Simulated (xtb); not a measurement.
Sb(OH)2(TeH) (H₃O₂SbTe), SMILES [Sb]([TeH])([OH])[OH]. All values are semi-empirical tight-binding results from xtb (GFN2-xTB unless named), good for trends rather than for accurate numbers. Coordinates come from a GFN2-xTB optimisation. Other conformers were not sampled.

For metal compounds this method's bond lengths and energies can be far off.

### Question
Estimate the properties. (The exact figures need the calculation; the answer reports its results.)

### Answer

```yaml
orbital_gap: 3.93 eV
zero_point_energy: 19.4 kcal/mol
G − E(el) at 298.15 K (modified RRHO): -2.5 kcal/mol
```
